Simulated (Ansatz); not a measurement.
`CC(C)OB(N)F` and `CC(C)[O][SnH2][F]` differ in one atom or group.

Ansatz, PBE0-D4/def2-TZVP geometries, multiplicity 1. Each molecule was computed in one conformer, which needn't be the lowest.

Elements past krypton have def2 core potentials.

| property | `CC(C)OB(N)F` |
| --- | --- |
| HOMO–LUMO gap (B3LYP/def2-TZVPP) / eV | 7.94 |
| HOMO energy (PBE0/def2-TZVPP) / eV | -7.60 |
| LUMO energy (B3LYP/def2-TZVPP) / eV | 0.59 |
| LUMO energy (PBE/def2-TZVPP) / eV | 0.15 |
| size of the dipole moment (B3LYP/def2-TZVPP) / D | 0.77 |
| HOMO–LUMO gap (ωB97M-V/def2-TZVPP) / eV | 12.17 |

(1) What does the change do to each property? (Best estimate.)

Results:

(1) Computed: 
| property | `CC(C)[O][SnH2][F]` | shift |
| --- | --- | --- |
| HOMO–LUMO gap (B3LYP/def2-TZVPP) / eV | 6.88 | -1.06 |
| HOMO energy (PBE0/def2-TZVPP) / eV | -7.95 | -0.35 |
| LUMO energy (B3LYP/def2-TZVPP) / eV | -0.84 | -1.43 |
| LUMO energy (PBE/def2-TZVPP) / eV | -1.46 | -1.61 |
| size of the dipole moment (B3LYP/def2-TZVPP) / D | 2.32 | 1.55 |
| HOMO–LUMO gap (ωB97M-V/def2-TZVPP) / eV | 11.43 | -0.74 |

With PBE0 the HOMO falls by 0.35 eV and the LUMO falls by 1.44 eV, so the gap narrows by about 1.09 eV. PBE moves the HOMO by -0.31 eV and ωB97M-V by -0.37 eV. Dipoles are sizes alone; their direction can turn.

B3LYP here is the variant with VWN-RPA as its local correlation; programs differ in this.
